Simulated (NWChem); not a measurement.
CdSiNH$_{5}$; SMILES [NH2][Cd][SiH3]

```xyz
8

Cd     0.0019    -0.3355    -0.0112
N     -0.0057    -2.3477     0.0986
H      0.8135    -2.8433    -0.2461
H     -0.8245    -2.8368    -0.2565
Si    -0.0020     2.1501     0.0198
H     -1.2542     2.6951     0.6371
H      0.0899     2.7173    -1.3642
H      1.1519     2.7024     0.8003
```
Atoms are numbered in this order, from 1.

All runs: NWChem. Medium grid unless said otherwise, to which SCAN and Minnesota functionals are sensitive. Geometry: optimised at PBE0/def2-SVP. def2 effective core potentials on Cd; no spin-orbit coupling. Total energies of different functionals are on different scales.

```tsv
level	energy (Ha)	highest occupied level (eV)	orbital gap (eV)	dipole (D)
B3LYP/def2-SVP	-514.9108	…	…	1.14
PBE/def2-SVP	-514.6073	-5.03	3.60	1.19
LRC-wPBEh/def2-SVP	-514.6624	-8.17	8.92	1.22
Hartree-Fock/def2-SVP	-512.9658	-9.42	10.96	1.25
MN15-L/def2-SVP	-514.0906	-5.51	4.15	1.21
BHandHLYP/def2-SVP	-514.6990	-7.51	7.34	1.16
TPSS/def2-SVP	-514.7985	-5.08	3.78	1.22
TPSSh/def2-SVP	-514.7902	-5.58	4.54	1.21
M06-L/def2-SVP	-514.9412	-5.11	4.09	1.19
B97-D/def2-SVP	-515.1374	-4.98	3.65	1.11
```

### Question
Complete the blanks.

### Answer

- B3LYP/def2-SVP, highest occupied level (eV): -6.06
- B3LYP/def2-SVP, orbital gap (eV): 5.06
